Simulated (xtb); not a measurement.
Mg(I)(Et) (C₂H₅IMg), SMILES C[CH2][Mg][I]. All values are semi-empirical tight-binding results from xtb (GFN2-xTB unless named), good for trends rather than for accurate numbers. Geometry: GFN2-xTB. The structure was generated by enumeration; whether it is a known compound was not checked. One conformer was computed; it need not be the lowest.

Optimised geometry:

Bonds (Å): Mg1–I2 2.639, Mg1–C3 2.090, C3–C4 1.521, C3–H5 1.092, C3–H6 1.092, C4–H7 1.095, C4–H8 1.095, C4–H9 1.093. Bond angles (°): I2–Mg1–C3 129.9, Mg1–C3–C4 104.2, Mg1–C3–H5 112.9, Mg1–C3–H6 113.0, C4–C3–H5 109.5, C4–C3–H6 109.6, H5–C3–H6 107.5, C3–C4–H7 111.2, C3–C4–H8 111.2, C3–C4–H9 110.9, H7–C4–H8 108.3, H7–C4–H9 107.5, H8–C4–H9 107.5.
Charge 0, spin multiplicity 1.

For metal compounds this method's bond lengths and energies can be far off.

```
Item                                           Value
-------------------------------------  -------------
point group as xtb finds it                       Cs
orbital gap                                  2.77 eV
zero-point energy                      39.7 kcal/mol
G − E(el) at 298.15 K (modified RRHO)  19.1 kcal/mol
```

Task: Give the atomic charges and the Wiberg bond orders between heavy atoms. (An estimate is asked for; the answer gives what the named calculation found.)

Result: charges (e) Mg1 0.42, I2 -0.32, C3 -0.18, C4 -0.10, H5 0.02, H6 0.02, H7 0.04, H8 0.04, H9 0.04. Bond orders Mg1–I2 0.95, Mg1–C3 0.82, C3–C4 1.03.
